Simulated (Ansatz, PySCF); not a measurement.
Dimer: HF (SMILES F) (first 2 atoms) with H2 (SMILES [H][H]); geometry from B3LYP-D3(BJ)/def2-TZVP.
(charge 0, multiplicity 1):
```xyz
4

F      0.0691     0.0916    -0.1267
H      0.1090     0.0822     0.7990
H      0.5677     0.0801     2.7175
H     -0.1769     0.0417     2.7504
```

Monomers are frozen at their geometry in the pair; levels with a basis set take the counterpoise correction.

Frozen-core correlation. CBS: X⁻³ extrapolation of the correlation energy, Hartree–Fock from the larger set.

Run with Ansatz (a program for electronic structure); PySCF for the dispersion terms. Each number belongs to the level named beside it.

Question: What is the computed interaction energy (r2SCAN-D4/def2-TZVPPD)?

Answer: -1.1 kcal/mol
